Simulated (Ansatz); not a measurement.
`N[Si]1(F)C=CO1`. Charge 0, multiplicity 1. Geometry: relaxed with PBE0-D4/def2-TZVP. It is one conformer, not always the lowest.

```xyz
10

N    -1.327   -0.867   -0.978
Si    0.139   -0.568   -0.212
F     0.980   -1.902   -0.393
C     0.245    0.411    1.318
C     0.966    1.242    0.548
O     1.093    0.755   -0.735
H    -1.425   -1.565   -1.695
H    -2.091   -0.214   -0.954
H    -0.027    0.514    2.353
H     1.447    2.196    0.748
```

(1) What is the dipole moment at r2SCAN/def2-TZVPP? (Estimate.)

(2) And with PBE, B3LYP, ωB97M-V? (An estimate is asked.)

(3) Give the Mulliken charges with r2SCAN, PBE, B3LYP in def2-TZVPP. (Best estimate.)

Results:

(1) Computed: 2.29 D, with components (-2.14, 0.81, 0.14) D in this frame, pointing from negative to positive charge.

(2) The calculation gave: PBE 2.25 D, B3LYP 2.34 D, ωB97M-V 2.33 D.

(3) Ansatz gave: 
| atom | r2SCAN | PBE | B3LYP |
| --- | --- | --- | --- |
| N1 | -0.46 | -0.39 | -0.41 |
| Si2 | 0.88 | 0.68 | 0.83 |
| F3 | -0.32 | -0.28 | -0.32 |
| C4 | -0.46 | -0.37 | -0.42 |
| C5 | 0.25 | 0.16 | 0.18 |
| O6 | -0.40 | -0.32 | -0.40 |
| H7 | 0.17 | 0.17 | 0.15 |
| H8 | 0.17 | 0.16 | 0.15 |
| H9 | 0.08 | 0.10 | 0.11 |
| H10 | 0.09 | 0.10 | 0.13 |

B3LYP here is the variant with VWN-RPA as its local correlation; programs differ in this.
